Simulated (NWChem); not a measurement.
## NWChem input wanted

The species is AlH2Br (4 atoms), meant as a singlet with charge 0. As SMILES, `[AlH2][Br]`. Geometry: relaxed at PBE0-D4/def2-TZVP.

```csv
atom,x (Å),y (Å),z (Å)
Al,-0.1483,-0.0647,-0.1103
Br,1.6849,0.4966,1.0797
H,-0.5616,-1.5848,-0.1392
H,-0.9197,1.0927,-0.8504
```

Settings wanted:

```yaml
task: gradient
method: HF
basis_set: 3-21G
integral_approximation: none
reference: RHF
SCF_convergence_threshold: 1e-08
iteration_cap: 80
module: scf
d_and_f_functions: spherical
```

Task: Write the NWChem 7.3.0 input and the command.

Result: One that was run (others would do as well):

geom.nw:
```
start geom
title "AlBrH2 gradient"
memory stack 880 mb heap 220 mb global 1100 mb

geometry noautosym nocenter noautoz
   Al    -0.148300    -0.064700    -0.110300
   Br     1.684900     0.496600     1.079700
   H     -0.561600    -1.584800    -0.139200
   H     -0.919700     1.092700    -0.850400
end

basis spherical bse
   * library 3-21G
end

scf
   thresh 1e-08
   maxiter 80
   print medium
end

task scf gradient
```

```bash
$ nwchem geom.nw > geom.out
```

Calculated total energy: -2801.83551 Eh, largest force 1.205 eV/Å.
